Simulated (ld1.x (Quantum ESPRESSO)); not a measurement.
# Transferability test, RRKJ potential for gold

* Element: gold (Au)
* Generator: ld1.x (Quantum ESPRESSO) 7.5
* Type: norm-conserving RRKJ (Kleinman–Bylander form)
* Functional: PBEsol
* Relativity: scalar-relativistic
* Frozen core: [Kr] 4d10
* Valence charge: 33
* Reference configuration: 4f14 5s2 5p6 5d10 6s1 6p0
* Partial waves: 5s (bound): rc 1.70 bohr; 5p (bound): rc 1.40 bohr; 4f (bound): rc 0.75 bohr; 5d (bound): rc 2.00 bohr
* Local potential: the d channel
* Core correction: none

Occupied shells without a wave of their own: 6s. They enter only through the test configuration that unscreens the potential.

Energies are relative to the spin-unpolarised reference configuration 4f14 5s2 5p6 5d10 6s1 6p0; without spin polarisation the order of configurations can differ from experiment. The frozen-core shift is the all-electron ΔE with the core orbitals held at their reference shape minus the fully relaxed ΔE.

```tsv
valence configuration	charge	ΔE all-electron (eV)	error AE − PS (meV)	frozen-core shift (meV)
4f14 5s2 5p6 5d10 6s0 6p0	+1	9.439	-414	+4.0
4f14 5s2 5p6 5d9 6s0 6p0	+2	30.677	-596	+3.6
4f13 5s2 5p6 5d10 6s1 6p0	+1	92.705	-567	+243
4f14 5s2 5p5 5d10 6s1 6p0	+1	66.136	-70	+65
4f14 5s2 5p6 5d10 6s0.5 6p0	+0.5	3.791	-182	+1.8
```

Task: What are ΔE and the potential's error for 4f14 5s2 5p6 5d8 6s0 6p0?

Result: ΔE = 64.584 eV all-electron; the error (AE − PS) is -814 meV.

Task: What are ΔE and the potential's error for 4f14 5s2 5p6 5d10 6s0 6p1?

Result: ΔE = 5.340 eV all-electron; the error (AE − PS) is -457 meV.

ld1.x printed “convergence not achieved” for 5 of the counted tests; their residual had stalled under 1e-8, short of the target of 1e-14. The 6s level has no wave, so the channel is fitted at the deeper level alone: the likely source of the large errors.

Note: ghost state, extra bound levels that the all-electron valence spectrum of the same l lacks: p at -1940.9 eV. A true bound ghost makes a file unfit for plane-wave use. The potential misses its own reference levels by up to 0.3 eV.
